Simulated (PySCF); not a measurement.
Input of a run (PBE0-D3(BJ)/def2-SVP geometry optimisation, gas phase (PySCF 2.14.0)), started from GFN2-xTB:
```
{"job": {"xc": "PBE0", "basis": "def2-SVP", "d3": "d3bj", "grid": 1, "shake": 0.01, "kind": "geom"}, "charge": 0, "multiplicity": 1}
B      2.725020     0.102560    -0.195960
C      1.210550     0.147380    -0.242180
C     -0.020260     0.158380    -0.278650
C     -1.370940     0.180070    -0.329620
C     -2.197460    -0.365260     0.587940
H      3.289400     1.096840     0.104280
H      3.280230    -0.859670    -0.478930
H     -1.802620     0.680510    -1.201260
H     -1.794090    -0.841650     1.489460
H     -3.269400    -0.320090     0.523870
```

Output (energies in Eh, forces in Eh/bohr):
```
step   0  E = -179.81700204  max force = 0.061624
step   1  E = -179.82333095  max force = 0.013917
step   2  E = -179.82363734  max force = 0.004781
step   3  E = -179.82368915  max force = 0.001926
step   4  E = -179.82371770  max force = 0.003127
step   5  E = -179.82375419  max force = 0.002190
step   6  E = -179.82386144  max force = 0.001726
step   7  E = -179.82398435  max force = 0.003297
step   8  E = -179.82410920  max force = 0.003643
step   9  E = -179.82431837  max force = 0.002664
step  10  E = -179.82440764  max force = 0.001063
step  11  E = -179.82443445  max force = 0.000724
step  12  E = -179.82444413  max force = 0.000549
step  13  E = -179.82444859  max force = 0.000407
optimisation converged
```

Question: Summarise the run.

Answer: The energy falls by 19.6 kJ/mol over 14 energy and gradient evaluations, the largest force component goes from 0.0616 to 4.1e-04 Eh/bohr, and the atoms move by 0.512 Å rms after alignment. The bond that changes most is C3–C4 (alkyne carbon to alkene CH carbon), which lengthens by 0.066 Å. Bonds longer at the end by more than 0.005 Å: 4 of 9; shorter: 2. Among the angles that change most is H6–B1–H7, from 122.5° to 119.7°. The energy never rose by more than 1e-6 Eh on the way. The first step brought 85 % of the lowering.

Question: What are the final bond lengths?

Answer: B1–C2 1.501 Å, C2≡C3 1.228 Å, C3–C4 1.418 Å, C4=C5 1.344 Å, B1–H6 1.208 Å, B1–H7 1.209 Å, C4–H8 1.097 Å, C5–H9 1.093 Å, C5–H10 1.093 Å. Numbering counts from 1 in the input's order; the species is `BC#CC=C`.

The run used 95 basis functions and 105 SCF cycles in all. Time: 63 s of wall time; peak memory 0.38 GiB. Hardware: an Arm Neoverse N1 with one thread, on a shared host.

PBE0-D3(BJ)/def2-SVP frequencies: not computed here.
